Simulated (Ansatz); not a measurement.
Born–Oppenheimer molecular dynamics of C₂H₁₀BNOSi (16 atoms, charge 0, multiplicity 1). It goes on from the last frame of an earlier run, with new velocities.

All numbers below come from RHF/STO-3G (Ansatz).

```json
{
 "ensemble": "NVT, Langevin thermostat",
 "time step": "0.5 fs",
 "steps asked": "150",
 "set temperature": "200 K",
 "friction": "0.02 /fs",
 "seed": "634929"
}
```

First frame:

```xyz
16
Properties=species:S:1:pos:R:3
C -1.508 -2.333 -0.266
B 0.012 -1.889 -0.458
C 0.631 -0.463 -0.126
O -0.284 0.454 0.472
Si 0.325 1.982 0.855
N 0.365 3.088 -0.472
H -1.888 -2.301 0.739
H -1.738 -3.313 -0.645
H -2.136 -1.739 -0.886
H 0.740 -2.705 -0.798
H 1.532 -0.609 0.470
H 1.001 -0.091 -1.095
H -0.623 2.507 1.790
H 1.615 1.918 1.514
H 0.893 2.845 -1.271
H -0.521 3.392 -0.836
```

(1) How far do the bonds stretch over the last three quarters of this one trajectory? (Pairs bonded in most of those frames.)

Answers

(1) 
| bond | mean (Å) | spread (Å) | shortest | longest |
| --- | --- | --- | --- | --- |
| C1–B2 | 1.572 | 0.029 | 1.52 | 1.62 |
| C1–H7 | 1.088 | 0.015 | 1.06 | 1.12 |
| C1–H8 | 1.083 | 0.016 | 1.05 | 1.12 |
| C1–H9 | 1.090 | 0.028 | 1.04 | 1.14 |
| B2–C3 | 1.585 | 0.037 | 1.52 | 1.65 |
| B2–H10 | 1.164 | 0.026 | 1.12 | 1.22 |
| C3–O4 | 1.432 | 0.012 | 1.42 | 1.45 |
| C3–H11 | 1.099 | 0.015 | 1.07 | 1.13 |
| C3–H12 | 1.104 | 0.027 | 1.06 | 1.15 |
| O4–Si5 | 1.682 | 0.012 | 1.66 | 1.70 |
| Si5–N6 | 1.740 | 0.024 | 1.71 | 1.79 |
| Si5–H13 | 1.422 | 0.018 | 1.39 | 1.46 |
| Si5–H14 | 1.424 | 0.028 | 1.37 | 1.47 |
| N6–H15 | 1.026 | 0.025 | 0.98 | 1.07 |
| N6–H16 | 1.025 | 0.020 | 0.99 | 1.06 |

Mean temperature of the second half: 185 K. A run of 0.075 ps of so small a system gives no equilibrium averages. Limits of this set-up: minimal basis.

The run took 3 min on 1 CPU thread of a shared host.
